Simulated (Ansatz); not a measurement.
[MoO4]2- (MoO₄²⁻), relaxed as a singlet with RKS PBE-D4/def2-SVPD in Ansatz, starting from the GFN2-xTB (ALPB water) geometry. Force threshold 0.02 eV/Å.

In the def2 sets Mo takes a core potential; there is no spin–orbit coupling. A multiply charged anion in the gas phase is held together partly by the finite basis. The highest occupied level of the charge -2 singlet lies above zero (up to 3.68 eV). The electron is either unbound and held by the finite basis, or the level is raised by self-interaction error. The relaxation made no stability test and no search for a lower SCF solution.

Start:

```csv
atom,x (Å),y (Å),z (Å)
Mo1,-0.0003,0.0001,0.0008
O2,-0.5394,-1.4360,0.7335
O3,0.6262,-0.3504,-1.5405
O4,1.2157,0.7036,0.9583
O5,-1.3021,1.0828,-0.1520
```

**Question.** Estimate the energy that the relaxation releases and the steps that it takes.

**Answer.** 84.9 kJ/mol, in 4 steps; 4.3 s on 4 threads of Arm Neoverse V1 on a shared host. No frequencies were taken in this run, so the end may be a saddle point.

**Question.** Does the start keep its bonding and symmetry?

**Answer.** By distances, no bond broke or formed. The bond that changes most is Mo1–O2, from 1.70 to 1.79 Å (atoms count from 1). Point group Td at the start, Td at the end, both within 0.05 Å.

**Question.** Predict the relaxed structure.

**Answer.** 
```xyz
5

Mo    0.000    0.000    0.000
O    -0.570   -1.516    0.774
O     0.661   -0.371   -1.627
O     1.283    0.743    1.012
O    -1.374    1.143   -0.159
```
Bond lengths: 4 × Mo–O 1.79 Å.
